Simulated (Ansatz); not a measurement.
Mn2F4⁻, that is Mn2(F)4 with one electron more. Charge -1, multiplicity 10. Geometry PBE0-D4/def2-SVP, that of the neutral multiplicity 11; atoms count from 1.

```xyz
6

Mn    0.511   -1.372    0.501
F     1.116   -2.954    1.089
F    -0.735    0.101    1.027
Mn   -0.516    1.369   -0.504
F    -1.100    2.963   -1.079
F     0.724   -0.108   -1.034
```

The charge -1 multiplicity 10 is spin-contaminated (final ⟨S²⟩ up to 25.21, 24.75 for a pure state). The highest occupied level of the charge -1 multiplicity 10 lies above zero (up to 0.53 eV). By energy differences its removal costs 1.53 eV (vertical, to the charge 0 multiplicity 11, at PBE-D4/def2-TZVPD).

Q: Estimate the Mulliken populations from the PBE0/def2-TZVPD orbitals of Ansatz.

A: 
```tsv
atom	charge (e)	spin (α − β)	d electrons
Mn1	0.82	4.25	5.24
F2	-0.69	0.13	–
F3	-0.63	0.12	–
Mn4	0.82	4.25	5.24
F5	-0.69	0.13	–
F6	-0.63	0.12	–
```
Mulliken values and Mayer orders depend strongly on the basis. With diffuse functions, as here, like atoms can get unlike values, and bond orders can come out too low or too high.

Q: Where does the spin sit?

A: Summed by element: Mn 8.50, F 0.50, of 9 unpaired in all. Largest on single atoms: Mn1 4.25, Mn4 4.25, F5 0.13.

Q: And the Mayer bond orders between bonded heavy atoms (over 0.3)?

A: Mn1–Mn4 0.95 (3.09 Å).
